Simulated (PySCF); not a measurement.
Geometry (Å), atoms numbered from 1 in this order:
```xyz
7

Ge   -0.5000    0.0135   -0.3548
C    -0.4470   -0.0155    1.5604
N    -0.4543   -0.0265    2.7190
C     1.3239   -0.0119   -0.9404
N     2.4175   -0.0265   -1.3228
H    -1.1457    1.3169   -0.8110
H    -1.1944   -1.2499   -0.8504
```

Geometry: PBE0-D3(BJ)/def2-SVP; GIAO absolute shieldings from PySCF 2.14.0 with density-fitted response routines, gas phase, non-relativistic, averaged over equivalent atoms.

At PBE0/pcSseg-1 (pcSseg-2 on Ge) (141 basis functions, 9.9 s wall time on 1 thread of an x86-64 server CPU, shared host):
```
atoms  σ (ppm)
  Ge1   1598.4
C2/C4     66.4
N3/N5   -113.3
H6/H7    26.51
```

Estimate the result of repeating the calculation with B3LYP/pcSseg-1 (pcSseg-2 on Ge).

Answers


```tsv
atoms	σ at B3LYP/pcSseg-1 (pcSseg-2 on Ge)	change
Ge1	1566.8	-31.6
C2/C4	63.3	-3.1
N3/N5	-115.8	-2.5
H6/H7	26.67	+0.16
```

The largest change is at Ge1 (germanium bonded to 2 C, 2 H). Cost: 141 basis functions, 7.3 s wall time on 1 thread of an x86-64 server CPU, shared host.

Relativistic effects, spin–orbit coupling among them, are left out; they matter for Ge and for the light atoms bonded to it.
